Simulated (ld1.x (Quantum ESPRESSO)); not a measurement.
# phosphorus: one change to a PAW potential, before and after

```
Element                 : P (Z = 15)
Generator               : ld1.x (Quantum ESPRESSO) 7.5
Type                    : PAW
Functional              : PBE
Relativity              : non-relativistic
Frozen core             : [Ne]
Valence charge          : 5
Reference configuration : 3s1 3p4
Partial waves           : 3s (bound): rcut 1.15, rcutus 1.55 bohr; 3s channel at 1.85 Ry: rcut 1.15, rcutus 1.55 bohr; 3p (bound): rcut 1.20, rcutus 1.40 bohr; 3p channel at 0.2 Ry: rcut 1.20, rcutus 1.40 bohr
Local potential         : all-electron potential smoothed inside 1.45 bohr (lloc = -1)
Core correction         : Bessel-smoothed model core, default radius (core density twice the valence density)
Augmentation charge     : PSQ, inside the norm-conserving radii
```

All-electron outer shells of the reference configuration (PBE, non-relativistic, ld1.x):

```json
{"shell": "2p", "level (eV)": "-126.01", "outermost node (bohr)": "–", "outermost maximum (bohr)": "0.36"}
{"shell": "3s", "level (eV)": "-14.59", "outermost node (bohr)": "0.66", "outermost maximum (bohr)": "1.58"}
{"shell": "3p", "level (eV)": "-6.08", "outermost node (bohr)": "0.64", "outermost maximum (bohr)": "1.81"}
```

Change: wave 3s channel at 1.85 Ry: rcut 1.15, rcutus 1.55 bohr becomes 3s channel at -0.55 Ry: rcut 1.15, rcutus 1.55 bohr.

Cutoffs: the cutoffs (Ry, on a coarse ladder) from which the occupation-weighted sum of valence levels, in a spherical-Bessel basis at the reference potential, stays within 10 and 1 mRy of its value at 400 Ry; they do not see the model core or the augmentation charge, which bear on the density cutoff. Errors are all-electron minus pseudo energies relative to the spin-unpolarised reference configuration.

Q: What does the change do?

A: The potential gets softer (15 Ry and 30 Ry → 12 Ry and 30 Ry); the errors of the 7 common tests hardly move; neither file shows a bound ghost.

```csv
quantity,base,changed
"cutoff, loose",15 Ry,12 Ry
"cutoff, tight",30 Ry,30 Ry
bound ghosts,none,none
"error for 3s2 3p3, meV [ΔE -8.45 eV]",-0.4,-0.5
"error for 3s2 3p2, meV [ΔE 1.29 eV]",-0.2,-0.3
"error for 3s2 3p1, meV [ΔE 20.45 eV]",-4.8,-5.1
"error for 3s2 3p3.3, meV [ΔE -9.76 eV]",-0.5,-0.5
"error for 3s0 3p5, meV [ΔE 8.58 eV]",-0.5,-0.5
"error for 3s1 3p0, meV [ΔE 102.08 eV]",-113,-116
"error for 3s1 3p3, meV [ΔE 10.32 eV]",-0.7,-0.7
s: phases at 1.71 bohr within 0.05 rad from the reference energy up to (Ry; the scan ends near 5),to the end of the scan,to the end of the scan
p: phases at 1.71 bohr within 0.05 rad from the reference energy up to (Ry; the scan ends near 5),4.5,4.5
lowest overlap eigenvalue by channel,"s 0.45, p 0.77","s 0.45, p 0.77"
```
